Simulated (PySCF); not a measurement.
# Scandium: a sound run and one with changed settings

Sound run: Sc⁺ [Ar] 3d1 4s1, Sc²⁺ [Ar] 3d1. All numbers are calculated (PySCF 2.14, the non-relativistic Hamiltonian (point nucleus), in cc-pVTZ (7s6p4d2f1g, 68 functions)). The sound run starts from symmetry-adapted Hartree-Fock orbitals and uses a fine grid where one is needed.

Changed run: radial step 0.5 in ln r (0.13 in the sound run). This setting is unsound on purpose.

| species | method | sound run (hartree) | changed run (hartree) | converged |
| --- | --- | --- | --- | --- |
| Sc⁺ | UHF | -759.54259 | -759.54259 | yes |
| Sc⁺ | PBE | -760.15421 | -760.16881 | yes |
| Sc⁺ | BP86 | -760.46347 | -760.47596 | yes |
| Sc²⁺ | UHF | -759.09582 | -759.09582 | yes |
| Sc²⁺ | PBE | -759.67472 | -759.68922 | yes |
| Sc²⁺ | BP86 | -759.98315 | -759.99483 | yes |

Ionisation energy of Sc⁺:

```
method  sound run (eV)  changed run (eV)
   UHF          12.157            12.157
   PBE          13.048            13.050
  BP86          13.070            13.092
```

A coarse radial grid mis-integrates the density and the exchange-correlation energy, with errors of either sign; Hartree-Fock needs no grid.

For comparison, NIST gives 12.800 eV between the lowest levels.
